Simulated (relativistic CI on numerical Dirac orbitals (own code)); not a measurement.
**Tl XLVIII: q coefficients and field-shift factors**

Method of calculation: Dirac-Coulomb-Breit CI, KLI orbitals optimised for each configuration, derivatives by finite differences, unscaled Slater integrals, QED left out (own radial code, finite nucleus).

Configurations in the expansion (outside the closed core [Ar] 3d10): 4s2.4p4, 4s.4p5, 4s2.4p3.4d, 4p6, 4s.4p4.4d, 4s2.4p3.4f, 4s.4p4.4f. Double excitations out of closed p, d and f shells are left out; levels of such configurations are missing from the list, as are those of other unlisted configurations, and high levels can miss mixing partners.

With x = (α/α₀)² − 1 an excitation energy changes as ω = ω₀ + qx; K = 2q/ω₀ is the relative enhancement. Terms are leading LS components, so labels can repeat. The field-shift factor is F = δν/δ⟨r²⟩ for the transition from the lowest level.

Lowest level 4s2.4p4 3P_2.

```
           Level  ω₀ (cm⁻¹)   q (cm⁻¹)       K  F (GHz/fm²)
    4s2.4p4 1S_0      93349       3815  0.0817       -0.348
    4s2.4p4 3P_1    1216884  1.571e+06    2.58         -361
    4s2.4p4 1D_2    1259227  1.568e+06    2.49         -361
4s2.4p3.4d 3D°_2    1452374      75140   0.103         20.7
4s2.4p3.4d 3P°_0    1483309      75030   0.101         30.7
4s2.4p3.4d 3D°_1    1486289      93120   0.125        -19.9
4s2.4p3.4d 3F°_3    1489539      79550   0.107         29.4
4s2.4p3.4d 3F°_4    1725606     340500   0.395         37.9
4s2.4p3.4d 3D°_2    1757035     411500   0.468         -162
4s2.4p3.4d 3D°_3    1868447     364400    0.39         30.6
4s2.4p3.4d 3D°_1    1904441     380500     0.4        -25.1
    4s.4p5 3P°_2    2230110  1.702e+06    1.53        -3970
    4s.4p5 1P°_1    2348009  1.728e+06    1.47        -3760
    4s2.4p4 3P_0    2513229  3.139e+06     2.5         -746
4s2.4p3.4d 3F°_2    2627703  1.639e+06    1.25         -328
4s2.4p3.4d 3D°_1    2630284  1.645e+06    1.25         -417
4s2.4p3.4d 5D°_0    2635044  1.651e+06    1.25         -364
4s2.4p3.4d 3F°_3    2663804  1.643e+06    1.23         -328
4s2.4p3.4d 3G°_4    2702715  1.636e+06    1.21         -329
4s2.4p3.4d 3F°_2    2758509  1.643e+06    1.19         -341
4s2.4p3.4d 3D°_3    2850799  1.651e+06    1.16         -317
4s2.4p3.4d 3P°_2    2866715  1.647e+06    1.15         -522
4s2.4p3.4d 3S°_1    2878143  1.671e+06    1.16         -605
```

At this charge energies of transitions that change n are usually good to better than 1 %, and those within a shell (Δn = 0) to a few per cent.
